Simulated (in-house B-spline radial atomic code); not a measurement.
The numbers below are computed, except where a source is named.
## Impurity-limited mobility of n-type InAs at n = 6.1043e16 cm⁻³

For InAs the NSM archive of the Ioffe Institute lists m* = 0.023 m0 and ε = 15.15.

One parabolic, isotropic band at zero temperature, uniform dielectric constant, impurities scattering independently, no phonons and no central-cell term; real bands flatten as E_F rises, which lowers the mobility at the highest densities. In effective units each ion is a point charge Z in an electron gas; its screened potential is solved self-consistently in the LDA with open boundaries (B-splines, partial waves to l = 16), which gives the phase shifts δ_l at the Fermi level.

(1) Put the electron gas into effective units.

Self-consistent phase shifts (rad):

```csv
l,"donor, Z = +1","acceptor, Z = −1"
0,0.3476,-0.3177
1,0.1315,-0.1293
2,0.0590,-0.0603
3,0.0285,-0.0297
4,0.0143,-0.0151
5,0.0073,-0.0078
6,0.0038,-0.0041
7,0.0020,-0.0022
8,0.0011,-0.0012
```

With all partial waves the Friedel sums are 0.999 and -1.000, and Σ (l + 1) sin²(δ_l − δ_(l+1)) is 0.06042 for the donor and 0.04863 for the acceptor. The screened donor binds no level.

(2) Find the transport cross sections, and compare them with the Born approximation for Thomas-Fermi screening (Brooks-Herring).

(3) With no compensation, N_D = n, what are the mobility and the resistivity?

## Answers

(1) a* = 0.0529177 nm × 15.15/0.023 = 34.86 nm and Ha* = 27211.386 meV × 0.023/15.15² = 2.727 meV. From 4π (r_s a*)³/3 = 1/n, r_s = 0.452. Then k_F = 1.91916/r_s = 4.2459 per a*, E_F = k_F²/2 = 9.0139 Ha* = 24.6 meV, and Mott's number n^(1/3) a* = 1.372.

(2) σ_tr = (4π/k_F²) × sum: 0.04211 a*² for the donor and 0.0339 a*² for the acceptor. Thomas-Fermi gives q_s² = 4k_F/π = 5.4061, so b = 4k_F²/q_s² = 13.339, and σ_Born = (2π/k_F⁴)(ln(1 + b) − b/(1 + b)) = 0.01933 × 1.7327 = 0.0335 a*² for either sign. The donor scatters 1.26 times and the acceptor 1.01 times as much. Two things differ from Brooks-Herring. First order with Lindhard's response and the LDA kernel gives 1.15 times σ_Born for either sign: screening weakens at large momentum transfer, and the exchange-correlation potential of the screening charge adds to the ion's own, which is the larger part in a thin gas. Higher orders then split the signs, leaving the donor at 1.09 and the acceptor, which keeps the electrons out, at 0.88 of that.

(3) μ = e/(ħ k_F Σ N σ_tr), with e/ħ = 15.193 cm²/(V·s) per nm². Here k_F = 0.1218 nm⁻¹, a*² = 1215 nm², 1 cm⁻³ = 1e-21 nm⁻³, and Σ N σ_tr = 0.003124 nm⁻¹, a mean free path of 320 nm. So μ = 39900 cm²/(V·s) and ρ = 1/(n e μ) = 0.00256 Ω·cm. Brooks-Herring would give 50200 cm²/(V·s). k_F times the mean free path is 39.0.
